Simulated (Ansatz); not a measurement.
C2H4GeO (`C#[C][GeH2][OH]`). Charge 0, multiplicity 1. The geometry is a stationary point of PBE0-D4/def2-TZVP. It is one conformer, not always the lowest.

```xyz
8

C     2.304   -0.379    0.044
C     1.132   -0.107    0.106
Ge   -0.695    0.361    0.249
O    -1.516   -0.637   -0.972
H     3.339   -0.628   -0.019
H    -0.882    1.854   -0.067
H    -1.217    0.021    1.655
H    -2.463   -0.484   -0.995
```

Task: What is the dipole moment at r2SCAN/def2-TZVPP? (Best estimate.)

Result: Computed: 1.24 D, with components (-0.57, 0.81, 0.75) D in this frame, pointing from negative to positive charge.

Task: And with PBE, B3LYP, ωB97M-V? (Best estimate.)

Result: The calculation gave: PBE 1.20 D, B3LYP 1.31 D, ωB97M-V 1.33 D.

Task: Give the Mulliken charges with r2SCAN, B3LYP, ωB97M-V in def2-TZVPP. (An estimate is asked.)

Result: Computed: 
```tsv
atom	r2SCAN	B3LYP	ωB97M-V
C1	-0.23	-0.13	-0.22
C2	-0.13	-0.24	-0.17
Ge3	0.44	0.41	0.40
O4	-0.43	-0.41	-0.40
H5	0.21	0.24	0.22
H6	-0.02	-0.02	0.01
H7	-0.02	-0.02	0.01
H8	0.18	0.17	0.16
```

B3LYP here is the variant with VWN-RPA as its local correlation; programs differ in this.
